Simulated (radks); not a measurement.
Results of a calculation; reference values are marked as such.
Task: Species: Ca VII. Configuration: [Ne] 3s2 3p2. Level of theory: Dirac Kohn-Sham, BLYP, spin-unpolarised, spherical densities, finite nucleus; open shells fill j = l - 1/2 first; Fermi nuclear charge, rms radius 3.4776 fm (a radial shooting solver on a logarithmic mesh with Libxc functionals). Some entries of the table are withheld. Estimate them.

orbital  occ.  eigenvalue (eV)  <r^2> (bohr^2)  <r> (bohr)
1s1/2       2        -4063.254        0.007938     0.07682
2s1/2       2        -520.9655          0.1557      0.3627
2p1/2       2              (1)             (2)      0.3239
2p3/2       4              (3)             (4)      0.3264
3s1/2       2        -136.4652           1.246       1.045
3p1/2       2        -116.0343           1.350       1.081
3p3/2       0        -115.4849           1.362       1.086

Result: 
(1) 2p1/2 eigenvalue (eV): -444.7821
(2) 2p1/2 <r^2> (bohr^2): 0.1297
(3) 2p3/2 eigenvalue (eV): -441.0405
(4) 2p3/2 <r^2> (bohr^2): 0.1316
